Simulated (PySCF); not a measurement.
Compound: C7H9 (doublet state).
Numbering: `[CH2:1]=[C:2][C@H:3]1[CH:4]=[C:5]([CH3:6])[CH2:7]1` (hydrogens: H8, H9 on C1; H10 on C3; H11 on C4; H12, H13, H14 on C6; H15, H16 on C7)

Geometry (GFN2-xTB, Å), atoms numbered from 1 in this order:
```xyz
16
C7H9 angstrom
C      2.7346    1.0927    0.3697
C      2.0551    0.1355   -0.1753
C      0.9371   -0.7564    0.0288
C     -0.0329   -0.3916    1.1513
C     -1.0668   -0.2174    0.3319
C     -2.4953    0.1465    0.4870
C     -0.2869   -0.5414   -0.9177
H      2.5361    1.4947    1.3662
H      3.5674    1.5611   -0.1358
H      1.2792   -1.7950    0.0602
H      0.1265   -0.2935    2.2088
H     -3.1319   -0.6469    0.0947
H     -2.7140    1.0549   -0.0747
H     -2.7397    0.3110    1.5337
H     -0.1675    0.2857   -1.6155
H     -0.6086   -1.4309   -1.4574
```

The hyperfine couplings belong to this conformer and change with its torsions.

Method: UKS B3LYP, pcH-1 on C H, non-relativistic, mean-field spin-orbit, GIAO (PySCF). The structure is a single GFN2-xTB conformer in the gas phase; no vibrational or solvent corrections. A GFN2-xTB geometry isn't a minimum of the functional, and hyperfine couplings can be far from their values at a DFT geometry. The SCF solution wasn't tested for stability.

(1) The isotropic 13C couplings are +247.2, +71.1, +29.5, +11.4, -5.2, +1.8, -1.5 MHz. Assign them to C1; C2; C3; C4; C5; C6; C7.

## Answers

(1) 
```tsv
site	a_iso (MHz)	ρ(0) (bohr⁻³)	position	distance from C2 (Å)	spin population	largest |T| (MHz)
C1	-5.2	-0.0046	1 bond from C2	1.29	-0.16	16.8
C2	+247.2	+0.2199	largest spin population	0.00	+0.96	141.4
C3	+11.4	+0.0102	1 bond from C2	1.44	-0.05	9.2
C4	+71.1	+0.0633	2 bonds from C2	2.53	+0.07	15.9
C5	-1.5	-0.0014	3 bonds from C2	3.18	+0.01	2.2
C6	+1.8	+0.0016	4 bonds from C2	4.60	0.00	0.7
C7	+29.5	+0.0262	2 bonds from C2	2.55	+0.02	4.3
```

ρ(0) is the spin density at the nucleus and T the dipolar tensor; entries for several nuclei are means. The Mulliken spin populations are largest on C2 (+0.96), C1 (-0.16), H8 (+0.09) and C4 (+0.07). No atom but C2 exceeds +0.15. The positive populations add up to 1.21 and the negative ones to -0.21, together 2S = 1.

Nuclei that the bonding pattern makes equivalent are averaged, as if the motion that swaps them (rotation, inversion, ring flip) were fast.
